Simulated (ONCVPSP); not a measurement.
# boron ONCV: all-electron and pseudo phase curves

B, optimised norm-conserving Vanderbilt (ONCV), made with ONCVPSP 4.0.1 (PBE, fully relativistic). Core [He], reference 2s1.5 (charge +1.5). Waves: 2s: rc 1.35 bohr, ncon 3, nbas 7, qcut 4.7 1/bohr, 1 projector; p scattering state at 0.25 Ha: rc 1.40 bohr, ncon 4, nbas 8, qcut 6.3 1/bohr, 3 projectors, debl 1.2 Ha; d scattering state at 0.04 Ha: rc 1.10 bohr, ncon 4, nbas 7, qcut 7.9 1/bohr, 2 projectors, debl 3.4 Ha. Local part: polynomial inside 1.10 bohr (lpopt 5, dvloc0 4 Ha). Core correction: Teter function, parameters optimised by the program.

Open shells are filled in proportion to 2j + 1.

In the p channel the program set the typed energies aside and used 0.050, 1.250, 2.450 Ha (j = l + 1/2; the other j can differ).

The phase is arctan(r·R′/R) of the radial function R(r), unwrapped; energies in Ha, scanned from -2 to 5 Ha. A pole is an energy at which the radial function vanishes at the test radius. The pseudo phase is shifted by a multiple of π to meet the all-electron one at the reference energy, and phase errors are pseudo minus all-electron; the curves can meet again beyond the range given. Levels narrower than the energy grid can be missing from the lists of poles.

**Question.** For each channel, where are the poles, and over which energies does the pseudopotential scatter like the atom?

**Answer.**

| channel | radius (bohr) | reference energy (Ha) | poles, all-electron | poles, pseudo | unbroken range about the reference energy with phases within 0.05 rad | phase error 1 Ha above the reference energy (rad) |
| --- | --- | --- | --- | --- | --- | --- |
| s | 1.37 | -0.93 | 2.26 | 1.88 | below 2.2 | -0.007 |
| p3/2 | 1.42 | 0.05 | 1.13 | 1.13 | the whole range | +0.000 |
| p1/2 | 1.42 | 0.05 | 1.13 | 1.13 | the whole range | -0.000 |
| d5/2 | 1.12 | 0.04 | none | none | the whole range | +0.000 |
| d3/2 | 1.12 | 0.04 | none | none | the whole range | +0.000 |

Phases in the d5/2 channel:

```json
{"E (Ha)": "-1.98", "all-electron": "1.053", "pseudo": "1.053"}
{"E (Ha)": "-1.80", "all-electron": "1.035", "pseudo": "1.035"}
{"E (Ha)": "-1.62", "all-electron": "1.016", "pseudo": "1.016"}
{"E (Ha)": "-1.44", "all-electron": "0.995", "pseudo": "0.995"}
{"E (Ha)": "-1.26", "all-electron": "0.972", "pseudo": "0.972"}
{"E (Ha)": "-1.08", "all-electron": "0.946", "pseudo": "0.946"}
{"E (Ha)": "-0.90", "all-electron": "0.919", "pseudo": "0.919"}
{"E (Ha)": "-0.72", "all-electron": "0.888", "pseudo": "0.888"}
{"E (Ha)": "-0.54", "all-electron": "0.855", "pseudo": "0.855"}
{"E (Ha)": "-0.36", "all-electron": "0.817", "pseudo": "0.817"}
{"E (Ha)": "-0.18", "all-electron": "0.776", "pseudo": "0.776"}
{"E (Ha)": "0.00", "all-electron": "0.730", "pseudo": "0.730"}
{"E (Ha)": "0.18", "all-electron": "0.678", "pseudo": "0.678"}
{"E (Ha)": "0.36", "all-electron": "0.620", "pseudo": "0.620"}
{"E (Ha)": "0.54", "all-electron": "0.556", "pseudo": "0.556"}
{"E (Ha)": "0.72", "all-electron": "0.484", "pseudo": "0.484"}
{"E (Ha)": "0.90", "all-electron": "0.404", "pseudo": "0.404"}
{"E (Ha)": "1.08", "all-electron": "0.315", "pseudo": "0.315"}
{"E (Ha)": "1.26", "all-electron": "0.219", "pseudo": "0.219"}
{"E (Ha)": "1.44", "all-electron": "0.115", "pseudo": "0.115"}
{"E (Ha)": "1.62", "all-electron": "0.005", "pseudo": "0.005"}
{"E (Ha)": "1.80", "all-electron": "-0.108", "pseudo": "-0.108"}
{"E (Ha)": "1.98", "all-electron": "-0.222", "pseudo": "-0.222"}
{"E (Ha)": "2.16", "all-electron": "-0.335", "pseudo": "-0.335"}
{"E (Ha)": "2.34", "all-electron": "-0.442", "pseudo": "-0.442"}
{"E (Ha)": "2.52", "all-electron": "-0.543", "pseudo": "-0.543"}
{"E (Ha)": "2.70", "all-electron": "-0.636", "pseudo": "-0.636"}
{"E (Ha)": "2.88", "all-electron": "-0.722", "pseudo": "-0.722"}
{"E (Ha)": "3.06", "all-electron": "-0.798", "pseudo": "-0.798"}
{"E (Ha)": "3.24", "all-electron": "-0.868", "pseudo": "-0.868"}
{"E (Ha)": "3.42", "all-electron": "-0.929", "pseudo": "-0.929"}
{"E (Ha)": "3.60", "all-electron": "-0.985", "pseudo": "-0.985"}
{"E (Ha)": "3.78", "all-electron": "-1.035", "pseudo": "-1.035"}
{"E (Ha)": "3.96", "all-electron": "-1.079", "pseudo": "-1.079"}
{"E (Ha)": "4.14", "all-electron": "-1.119", "pseudo": "-1.119"}
{"E (Ha)": "4.32", "all-electron": "-1.156", "pseudo": "-1.156"}
{"E (Ha)": "4.50", "all-electron": "-1.189", "pseudo": "-1.189"}
{"E (Ha)": "4.68", "all-electron": "-1.218", "pseudo": "-1.218"}
{"E (Ha)": "4.86", "all-electron": "-1.246", "pseudo": "-1.246"}
```
